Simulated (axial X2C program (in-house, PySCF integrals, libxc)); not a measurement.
# Outer orbitals of LuBr at 2.541 Å, PW91

All values were computed with an in-house relativistic program for diatomic molecules. Spin-free means the one-electron spin-free X2C Hamiltonian; two-component (2c) means X2C with spin–orbit coupling and atomic mean-field two-electron Coulomb and Gaunt terms, so the difference of the two also holds small scalar two-electron terms. Basis: Lu dyall-cv3z [13s14p10d8f5g], Br dyall-cv3z [8s9p6d4f1g] (cores contracted in-house); Gaussian nuclei, density fitting, unrestricted open shells. Masses: Lu 174.941 u, Br 78.918 u.

The distance is close to the 2c PBE0 minimum; the highest filled and lowest empty levels are listed.

Spin-free orbitals, state M_S = 0, Λ = 0 (closed shell) (Löwdin shares):

| symmetry | occupied | ε (eV) | atomic character |
| --- | --- | --- | --- |
| π-α | yes | -33.05 | 100% Lu p |
| π+α | yes | -33.05 | 100% Lu p |
| σα | yes | -32.97 | 98% Lu p |
| σα | yes | -19.24 | 74% Br s, 7% Lu d, 7% Lu p |
| φ-α | yes | -11.02 | 100% Lu f |
| φ+α | yes | -11.02 | 100% Lu f |
| δ-α | yes | -10.94 | 100% Lu f |
| δ+α | yes | -10.94 | 100% Lu f |
| π-α | yes | -10.89 | 100% Lu f |
| π+α | yes | -10.89 | 100% Lu f |
| σα | yes | -10.88 | 99% Lu f |
| σα | yes | -8.15 | 75% Br p, 10% Lu s, 8% Lu d |
| π-α | yes | -7.24 | 77% Br p, 10% Lu d, 5% Lu f |
| π+α | yes | -7.24 | 77% Br p, 10% Lu d, 5% Lu f |
| σα | yes | -4.64 | 74% Lu s, 13% Lu d, 8% Lu p |
| δ-α | no | -2.65 | 100% Lu d |
| δ+α | no | -2.65 | 100% Lu d |
| π-α | no | -2.43 | 74% Lu d, 20% Lu p, 3% Br p |
| π+α | no | -2.43 | 74% Lu d, 20% Lu p, 3% Br p |

One partner of each degenerate Kramers or spin pair is listed.

Spinors with spin–orbit coupling (state Ω = 0):

```csv
ω,occupied,ε (eV),atomic character,λ mixture
3/2,yes,-30.92,100% Lu p,100% π
1/2,yes,-30.88,99% Lu p,"67% σ, 33% π"
1/2,yes,-19.25,"74% Br s, 7% Lu d, 7% Lu p",100% σ
5/2,yes,-11.87,100% Lu f,"87% φ, 13% δ"
3/2,yes,-11.78,100% Lu f,"73% δ, 27% π"
1/2,yes,-11.74,100% Lu f,"58% π, 42% σ"
7/2,yes,-10.49,100% Lu f,100% φ
5/2,yes,-10.42,100% Lu f,"87% δ, 13% φ"
3/2,yes,-10.37,100% Lu f,"73% π, 27% δ"
1/2,yes,-10.36,99% Lu f,"58% σ, 42% π"
1/2,yes,-8.19,"76% Br p, 10% Lu s, 8% Lu d","96% σ, 4% π"
1/2,yes,-7.37,"77% Br p, 10% Lu d, 5% Lu f","96% π, 4% σ"
3/2,yes,-7.10,"76% Br p, 11% Lu d, 6% Lu f",100% π
1/2,yes,-4.64,"74% Lu s, 13% Lu d, 8% Lu p",100% σ
3/2,no,-2.82,98% Lu d,"94% δ, 6% π"
1/2,no,-2.60,"69% Lu d, 26% Lu p, 3% Br p","79% π, 21% σ"
5/2,no,-2.51,100% Lu d,100% δ
3/2,no,-2.31,"75% Lu d, 19% Lu p, 3% Br p","94% π, 6% δ"
```

One partner of each degenerate Kramers or spin pair is listed.

How does the gap between the highest filled and lowest empty level change from the spin-free to the 2c table?

From 1.99 to 1.82 eV at PW91, a change of -0.17 eV.

Mulliken charges and populations of the two-component result (they depend on the basis, above all on diffuse functions):

Lu 0.22 e (s 11.86 p 24.21 d 20.66 f 14.05 g 0.01), Br -0.22 e (s 7.94 p 17.26 d 10.01).

The state is one determinant whose occupation by symmetry is held fixed; it was picked as the lowest of a PBE0 search that is not exhaustive.
